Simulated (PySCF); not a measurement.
CCl3, SMILES Cl[C](Cl)Cl, multiplicity 2.

The structure is a stationary point at B3LYP-D3(BJ)/def2-SVP. The isomer is the one that the SMILES or the coordinates give; other isomers of the formula were not compared.

All values below come from B3LYP-D3(BJ)/def2-SVP run with PySCF.

Frequencies are harmonic and unscaled.

Modes within 1.5 cm⁻¹ of each other (mostly degenerate sets) share a row, with their intensities summed.

**Question.** List the normal modes with their intensities. (The exact figures need the calculation; the answer reports its results.)

**Answer.** 
```
mode  ν (cm⁻¹)  IR (km/mol)  moving atoms (share of kinetic energy)
----  --------  -----------  --------------------------------------
1–2        270          0.3                                 Cl 95 %
3          326          0.3                         C 71 %, Cl 29 %
4          495          0.0                         Cl 81 %, C 19 %
5–6        884        394.1                         C 84 %, Cl 16 %
```
